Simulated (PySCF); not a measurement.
Isomers of C6H10N2. Computed with PBE0-D3(BJ)/def2-SVP geometry optimisation, gas phase in PySCF. Energies are electronic, without zero-point or thermal terms, for one conformer each. No frequencies were run at this level. Point groups hold within 0.08 Å.

Problem. Rank from lowest to highest electronic energy at this level (kJ/mol).
A. `[CH3:1][CH:2]([CH3:3])[c:4]1[n:5][cH:6][cH:7][nH:8]1` with C1–C2–C4–N5 117°
B. `[H]/[N:8]=[CH:7]\[CH2:6][CH2:5][C@@H:2]([CH3:1])[C:3]#[N:4]` with C1–C2–C5–C6 -178°, C2–C5–C6–C7 -59°, C5–C6–C7–N8 110°
C. `[CH3:1][CH2:2][CH2:3]/[N:4]=[C:5](/[CH3:6])[C:7]#[N:8]` with C1–C2–C3–N4 175°, C2–C3–N4–C5 118°

Solution. A (0.0), B (135.2), C (139.5).

As drawn, the lowest has an aromatic ring and an N–H bond, which the highest lacks; the highest has a C≡N group and a C=N bond, which the lowest lacks. Neighbours under 10 kJ/mol apart ([H]/N=C\CC[C@@H](C)C#N and CCC/N=C(/C)C#N) can change places with a better method, another conformer or zero-point energy.

```json
{"SMILES": "CC(C)c1ncc[nH]1", "E (Eh)": "-343.53233", "E rel (kJ/mol)": "0.0", "dipole (D)": "3.48", "point group": "Cs", "A, B, C (MHz)": "4348, 1406, 1381"}
{"SMILES": "[H]/N=C\\CC[C@@H](C)C#N", "E (Eh)": "-343.48085", "E rel (kJ/mol)": "135.2", "dipole (D)": "4.41", "point group": "C1", "A, B, C (MHz)": "2746, 1450, 1163"}
{"SMILES": "CCC/N=C(/C)C#N", "E (Eh)": "-343.47918", "E rel (kJ/mol)": "139.5", "dipole (D)": "2.10", "point group": "C1", "A, B, C (MHz)": "3475, 1104, 889.3"}
```
